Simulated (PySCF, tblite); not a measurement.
Isomers of C7H10S2Si, one GFN2-xTB conformer each. Single-point energies are computed at PBE0/pcSseg-1 (PySCF, gas phase, no added dispersion term), electronic only.

Question: Rank them by PBE0/pcSseg-1 energy, lowest first (kcal/mol).
A. `[CH:1]#[C:2][SiH2:3]/[C:4](=[CH:5]/[S:6][CH3:7])[C:8]([CH3:9])=[S:10]` with C2–Si3–C4–C5 0°, C4–C5–S6–C7 180°, Si3–C4–C8–C9 180°
B. `[CH3:1][C:2](=[S:3])[C:4]1=[CH:5][SiH2:6][S:7][CH:8]=[CH:9][CH2:10]1` with C1–C2–C4–C5 11°, C4–C5–Si6–S7 -53°, C5–Si6–S7–C8 17°, Si6–S7–C8–C9 30°, C8–C9–C10–C4 -81°

Answer: B (0.0), A (41.1).

As drawn, the higher has a C≡C bond, which the lower lacks. GFN2-xTB itself gives, in the same order: 0.0, 50.0. Both levels put the same isomer lowest.

Which frontier levels, dipoles and rotational constants go with these structures?

| SMILES | HOMO (eV, PBE0/pcSseg-1) | LUMO (eV) | dipole (D) | A, B, C (MHz) |
| --- | --- | --- | --- | --- |
| CC(=S)C1=C[SiH2]SC=CC1 | -6.40 | -3.03 | 2.37 | 1640, 546.0, 443.0 |
| C#C[SiH2]/C(=C/SC)C(C)=S | -6.44 | -2.51 | 5.48 | 859.6, 699.2, 389.3 |

What happens when harmonic zero-point energies from GFN2-xTB frequencies are added?

| SMILES | ZPE (kcal/mol) | electronic (kcal/mol) | with ZPE (kcal/mol) |
| --- | --- | --- | --- |
| CC(=S)C1=C[SiH2]SC=CC1 | 90.7 | 0.0 | 0.0 |
| C#C[SiH2]/C(=C/SC)C(C)=S | 87.4 | 41.1 | 37.8 |

The zero-point energies span 3.3 kcal/mol. The order is unchanged.
